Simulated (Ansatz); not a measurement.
```yaml
crystal:
  periodic: [false, false, false]
  atoms:
    - {symbol: C, position_ang: [0.108934, -1.649543, -0.091385]}
    - {symbol: C, position_ang: [0.312604, -0.148531, -0.130072]}
    - {symbol: C, position_ang: [0.502464, 0.364898, -1.542913]}
    - {symbol: O, position_ang: [-0.814273, 0.484128, 0.441326]}
    - {symbol: Al, position_ang: [-1.100524, 1.463030, 1.767308]}
    - {symbol: Cl, position_ang: [0.508666, 1.985127, 3.007482]}
    - {symbol: H, position_ang: [-0.785391, -1.921985, -0.657309]}
    - {symbol: H, position_ang: [-0.015843, -1.996430, 0.936615]}
    - {symbol: H, position_ang: [0.966964, -2.167971, -0.525682]}
    - {symbol: H, position_ang: [1.207341, 0.100422, 0.458349]}
    - {symbol: H, position_ang: [-0.381247, 0.141436, -2.145803]}
    - {symbol: H, position_ang: [1.371079, -0.103644, -2.011489]}
    - {symbol: H, position_ang: [0.654537, 1.446322, -1.543996]}
    - {symbol: H, position_ang: [-2.548211, 1.973542, 2.066270]}
basis:
  gaussian: {orbitals: def2-mTZVPP, fitting: {mean_field: def2-universal-jkfit}}
hamiltonian: {xc: {name: rPW86-PBE}}
output: {forces: true}
```

```sh
$ ansatz run in.yaml --threads 2 --pin off --events-out ev --progress --plain --max-ram 32768MiB --backend cpu
```

It prints (some lines left out):

```
Functional definition: rPW86-PBE
702 factors; integrals over basis functions are off by at most 8.7e-1 eV
mean field evaluation 1: about -24424.6492 eV, gradient 9.2e1 eV
mean field evaluation 2: about -24300.9146 eV, gradient 2.2e2 eV
mean field evaluation 4: about -24441.9437 eV, gradient 1.8e1 eV
mean field evaluation 8: about -24442.5584 eV, gradient 1.8e-1 eV
mean field evaluation 16: about -24442.5584 eV, gradient 6.6e-5 eV
mean field -24442.55835127 eV, -898.2474516480 hartree, gradient 6.6e-5 eV, S^2 0.000000; 0 other end points of the search recorded, 0 dependent functions left out
reference -24442.55848061 eV, -898.2474564013 hartree; 32, 32 occupied and 138, 138 virtual orbitals, 702 factors
Total energy: -24442.55848061 eV, -898.2474564013 hartree
Atom 0 at     0.108934    -1.649543    -0.091385 Å, force    -0.023178    -0.265545     0.014959 eV/Å
Atom 1 at     0.312604    -0.148531    -0.130072 Å, force     0.621345    -0.186425    -0.088108 eV/Å
Atom 2 at     0.502464     0.364898    -1.542913 Å, force     0.046547     0.096388    -0.245732 eV/Å
Atom 3 at    -0.814273     0.484128     0.441326 Å, force    -0.669737    -0.016318    -0.228293 eV/Å
Atom 4 at    -1.100524     1.463030     1.767308 Å, force    -0.455096     0.357600     0.379875 eV/Å
Atom 5 at     0.508666     1.985127     3.007482 Å, force     0.363651     0.138647     0.308933 eV/Å
Atom 6 at    -0.785391    -1.921985    -0.657309 Å, force    -0.138507    -0.066574    -0.083570 eV/Å
Atom 7 at    -0.015843    -1.996430     0.936615 Å, force    -0.023885    -0.072710     0.154452 eV/Å
Atom 8 at     0.966964    -2.167971    -0.525682 Å, force     0.130393    -0.102795    -0.064239 eV/Å
Atom 9 at     1.207341     0.100422     0.458349 Å, force     0.147129     0.034506     0.088080 eV/Å
Atom 10 at    -0.381247     0.141436    -2.145803 Å, force    -0.129260    -0.023919    -0.113865 eV/Å
Atom 11 at     1.371079    -0.103644    -2.011489 Å, force     0.138296    -0.062375    -0.092896 eV/Å
Atom 12 at     0.654537     1.446322    -1.543996 Å, force     0.023564     0.169133    -0.020422 eV/Å
Atom 13 at    -2.548211     1.973542     2.066270 Å, force    -0.031262     0.000386    -0.009174 eV/Å
Dipole moment:     0.013687    -0.160681    -0.227495 e Å
```

Run time 9 s (2 threads of a server CPU on a shared host); peak host memory 0.3 GiB.
